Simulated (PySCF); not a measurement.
Cl2Zn, charge -1, multiplicity 2. Atoms are numbered in the order given.

```xyz
3

Zn     0.0000     0.0000     0.6336
Cl     0.0000     1.9584    -0.5591
Cl     0.0000    -1.9584    -0.5591
```
Charge -1, spin multiplicity 2.

The structure is a stationary point at r2SCAN-D4/def2-SVPD. The spin state was assumed, not searched. The isomer is the one that the SMILES or the coordinates give; other isomers of the formula were not compared.

These are B3LYP/def2-TZVPD (PySCF) values and carry that method's errors.

Mulliken values depend strongly on the basis, most of all with diffuse functions as here. ESP charges are fitted to the potential on shells at 1.4 to 2.0 van der Waals radii. Atomic charges (e):

```tsv
atom	meta-Löwdin	ESP fit	Mulliken spin
Zn1	0.65	?	0.94
Cl2	-0.83	?	0.03
Cl3	-0.83	?	0.03
```

Question: Complete the blanks. (Estimate from the structure and the level; the computed values follow.)

Answer: 
- Zn1, ESP fit: 0.05
- Cl2, ESP fit: -0.53
- Cl3, ESP fit: -0.53
